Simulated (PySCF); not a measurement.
Species: ClH4PPb.
Numbering: `[PH2:1][PbH2:2][Cl:3]` (hydrogens: H4, H5 on P1; H6, H7 on Pb2)

Method: PySCF 2.14.0, PBE0-D3(BJ)/def2-SVP geometry optimisation, gas phase, def2 core potentials past Kr; density fitting, grid level 1; the optimiser is geomeTRIC in internal coordinates, started from a GFN2-xTB structure with every atom displaced at random (about 0.01 Å).

Step 0: E = -27110.2304 eV
```
atom  x, y, z in Å  |  force x, y, z in eV/Å
P1      1.7183   -0.7650   -0.1814   -0.709  -0.486  -0.199
Pb2    -0.8917   -0.2729    0.0022    0.284   0.317   0.120
Cl3    -1.1238    2.2051    0.3284    0.041  -0.523  -0.077
H4      2.0263    0.0540    0.9134    0.040   0.303   0.574
H5      1.8899    0.3143   -1.0712    0.015   0.285  -0.363
H6     -1.7312   -0.9655    1.4039    0.178   0.061  -0.011
H7     -1.8539   -0.5992   -1.4453    0.151   0.044  -0.043
```

Problem. Estimate the geometry and energy of step 1. (The exact step hangs on the optimiser's Hessian estimate; all steps are aligned on step 0, rigid shifts and turns removed.)

Solution. E = -27110.2878 eV, largest force 0.340 eV/Å
```
atom  x, y, z in Å  |  force x, y, z in eV/Å
P1      1.6300   -0.7898   -0.1863    0.126   0.080  -0.011
Pb2    -0.8629   -0.2219    0.0110   -0.163  -0.296  -0.039
Cl3    -1.2143    2.1738    0.3290    0.082   0.310   0.054
H4      1.9714    0.0161    0.9431   -0.007  -0.019   0.011
H5      1.8588    0.2785   -1.1066    0.003  -0.014  -0.017
H6     -1.6085   -0.9313    1.4335   -0.018  -0.037   0.066
H7     -1.7404   -0.5545   -1.4736   -0.024  -0.025  -0.063
```

The energy changes by -0.0574 eV. The first-order estimate −F·Δx gives -0.1631 eV and the mean of the old and new forces, exact on a quadratic surface, -0.0558 eV. The step makes an angle of 62° with the force vector and moves no atom by more than 0.131 Å.

The cost below is that of the whole optimisation. The run took 19 s of wall time on Intel Xeon Platinum 8488C, one thread, no GPU (shared host), and the process peaked at 0.37 GiB of memory.
